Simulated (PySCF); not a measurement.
## A search over the determinants of CaCl⁺

Unrestricted PBE0; PySCF, spin-free X2C with a Gaussian nucleus, basis sets Ca x2c-SVPall, Cl x2c-SVPall. Outer shells of the fragments: Ca+ 4s1; Cl 3s2 3p5.

Followed along the bond (rough minima from three points):

```json
{"2Ms+1": "1", "unpaired": "none", "⟨S²⟩ at the start": "0.00", "R at minimum (Å)": "2.33", "Te (eV)": "0.00"}
{"2Ms+1": "3", "unpaired": "σ ↑, π ↑", "⟨S²⟩ at the start": "2.00", "R at minimum (Å)": "none in the scan", "Te (eV)": "≤ 4.05"}
```

Solutions found at the starting distance of 2.660 Å, counted from the lowest of them; the search is not exhaustive and high or unbound solutions are not listed, so other states can lie among these:

```
2Ms+1  unpaired   term  E (eV)  ⟨S²⟩  ⟨Lz²⟩   μ (D)
    1      none    ¹Σ⁺    0.00  0.00   0.00  -12.59
    3  σ ↑, π ↑     ³Π    3.61  2.00   1.01   -3.28
    1  σ ↑, π ↓  mixed    3.62  1.00   1.01   -3.26
    3      σ ↑↑    ³Σ⁺    4.26  2.00   0.00   -3.52
    3  π ↑, δ ↑  mixed    5.09  2.00   5.00   -4.48
    3      π ↑↑  mixed    5.12  2.00   2.01   -4.35
```

A term symbol is given only where ⟨S²⟩ and ⟨Lz²⟩ are close to those of a pure state; real π, δ and φ orbitals otherwise mix terms. A positive dipole points towards Cl; it is taken about the centre of mass and depends on that origin.

Counting both spins, an empty level lies below a filled one in some of these solutions, because spin and occupation are held.
